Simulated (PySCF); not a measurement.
## C₆ coefficients of unlike pairs at UHF

Calculated with PySCF 2.14 from the dipole response of each species, C₆(A,B) = (3/π) ∫ α_A(iu) α_B(iu) du, in atomic units, from isotropic polarisabilities. For ions this is the dispersion term alone; charge-induced terms of lower order in 1/R come first.

```json
{"species": "Pr⁺", "configuration": "[Xe] 4f3 6s1 (5I)", "basis": "x2c-TZVPPall with one added diffuse shell each of s, p, d, f type (12s8p8d5f2g)", "relativity": "spin-free X2C", "α (bohr³)": "142.8", "C₆ (like pair)": "1547"}
{"species": "Ca²⁺", "configuration": "[Ar] (1S)", "basis": "def2-TZVPPD (6s5p3d)", "relativity": "none", "α (bohr³)": "3.217", "C₆ (like pair)": "10.40"}
{"species": "B", "configuration": "[He] 2s2 2p1 (2P)", "basis": "dyall-av2z (11s7p2d)", "relativity": "none", "α (bohr³)": "21.81", "C₆ (like pair)": "104.4"}
{"species": "Br⁺", "configuration": "[Ar] 3d10 4s2 4p4 (3P)", "basis": "x2c-QZVPPall with one added diffuse shell each of s, p, d, f type (12s9p6d5f1g)", "relativity": "spin-free X2C", "α (bohr³)": "12.24", "C₆ (like pair)": "76.14"}
```

Problem. Estimate C₆ for Ca²⁺ with Pr⁺.

Solution. The integral gives 78.94. The combination rule 2 C_A C_B / (C_A α_B/α_A + C_B α_A/α_B) gives 64.82 and the geometric mean 126.8.

No spin-orbit coupling is included.

The other pairs:

```json
{"pair": "B, Pr⁺", "C₆": "363.4"}
{"pair": "B, Ca²⁺", "C₆": "26.28"}
{"pair": "Br⁺, B", "C₆": "83.00"}
{"pair": "Br⁺, Ca²⁺", "C₆": "26.86"}
{"pair": "Br⁺, Pr⁺", "C₆": "259.3"}
```
